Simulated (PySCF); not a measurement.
Co(CO)4(H), SMILES [O+]#[C-]->[CoH](<-[C-]#[O+])(<-[C-]#[O+])<-[C-]#[O+] (C4HCoO4) at its CAM-B3LYP/def2-SVP optimised geometry (Å):

```
10

Co    -0.8040    -0.6318     0.0000
O     -2.1345    -2.8075    -1.4348
C     -1.6284    -1.9804    -0.8410
O     -2.1212     1.9804    -0.0664
C     -1.6214     0.9612     0.0000
O     -1.2988    -1.4309     2.7861
C     -1.1067    -1.1223     1.7115
O      2.1212    -0.6103    -0.0683
C      0.9864    -0.6318     0.0000
H     -0.5598    -0.2346    -1.3912
```

Level of theory: CAM-B3LYP/def2-TZVP (PySCF). Cells within 0.4 Å of a nucleus heavier than hydrogen are left out (blank, or x).

Map of the electron localisation function on the plane z = 0.0 Å:

```
|000000000000000000000000000|
|000000000000000000000000000|
|000000000000000000000000000|
|000001333100000000000000000|
|000035776420000000000000000|
|000268998741000000000000000|
|001479999851000000000000000|
|001479xx7852000000000000000|
|001478xx8852100000000000000|
|000257897565310000000000000|
|00002464xx78521100011100000|
|00001355xx97433321234320000|
|000013799952236754577641000|
|000013675134228957889973000|
|0000024324xx7194x78x9984100|
|0000023325xx719xx58xx985100|
|000002442387529817889984100|
|000002565222238966788862000|
|000002588732335643455531000|
|000001478975333321122210000|
|000001246765321100000000000|
|000001223332110000000000000|
|000001121110000000000000000|
|000001111000000000000000000|
|000000000000000000000000000|
|000000000000000000000000000|
|000000000000000000000000000|
```
Scale: ten equal steps from 0.000 (start of '0') to 0.918 (end of '9'), in the order '0123456789'; x runs from -4.50 to 4.50, y from -4.50 (bottom) to 4.50 (top).
